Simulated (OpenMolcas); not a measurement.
## Co7+: Racah parameters, the spin-orbit constant, worked from levels

* Program: OpenMolcas
* Basis: ANO-RCC-VQZP [7s6p4d3f2g1h]
* Scalar Hamiltonian: DKH2, point nucleus
* Active space: 8 electrons in 8 orbitals (RAS1 3p, at most 2 holes; RAS2 3d)
* State averaging: 2S+1 = 3 even, 10 roots; 2S+1 = 1 even, 15 roots
* Spin-orbit coupling: state interaction with AMFI integrals over the reference wave functions, term energies averaged over their components

Methods: RASSCF; SS-RASPT2, IPEA 0.25 Eh, imaginary shift 0.1 Eh (closed shells correlated: 3s). Measured levels: Sugar and Corliss, J. Phys. Chem. Ref. Data 10, 1097 (1981).

**Racah parameters.** Above 3F, d2 has 3P at 15B, 1G at 12B + 2C and 1D at 5B + 2C. The first two fix B and C, and the third tests them; where it misses by thousands of cm-1, two parameters do not describe the configuration (Trees and configuration-interaction terms are left out) and B and C hang on the terms chosen. Term energies are centres of gravity, weighted by 2J + 1.

```tsv
Source	3P	1G	B	C	C/B	1D from B, C	1D found
RASSCF	24641	34477	1643	7382	4.49	22979	19656
SS-RASPT2	22384	31084	1492	6588	4.42	20636	18024
measured	21631	30536	1442	6616	4.59	20442	17800
```

Energies in cm-1. From RASSCF to SS-RASPT2, B changes by -9.2 % and C by -10.8 %. Against the measured terms, SS-RASPT2 has B off by +3.5 % and C by -0.4 %.

**The spin-orbit constant.** For the Hund term 3F of d2, E(J) = (A/2) J(J+1) + constant and ζ = 2S·A = 2A. From J = 2 to J = 4 the energy changes by 7 A.

```csv
Source,E(4) - E(2),A,ζ
RASSCF,3273.0,467.6,935
SS-RASPT2,3277.4,468.2,936
measured,3144.0,449.1,898
```

All in cm-1. SS-RASPT2 is off by +4.2 % and RASSCF by +4.1 %. Both methods take the spin-orbit matrix elements from the reference wave functions, so the second can move ζ only through the term energies and any multistate remixing. Second-order mixing with other terms is absorbed into this ζ.

Term energies are means over components that CASPT2 splits; among the terms shown or strongly mixed into the levels shown the widest spread is 340 cm-1 (3d2 1G, SS-RASPT2). Active for correlation alone: 3p; no level in the range computed is led by a configuration that opens it, so any true level of that kind is missing. Without dynamic correlation excited terms often stand tens of per cent too high (terms of higher spin than the ground term too low), and those without a measured partner can miss by more than the paired ones (holds for RASSCF). Measured partners are found by configuration, term and J. A level has none where our copy of the source lacks it or the pairing is in doubt (some pairs that miss far off the trend of their configuration count as doubtful), and it then counts in no deviation. Levels of configurations outside the active space are missing.
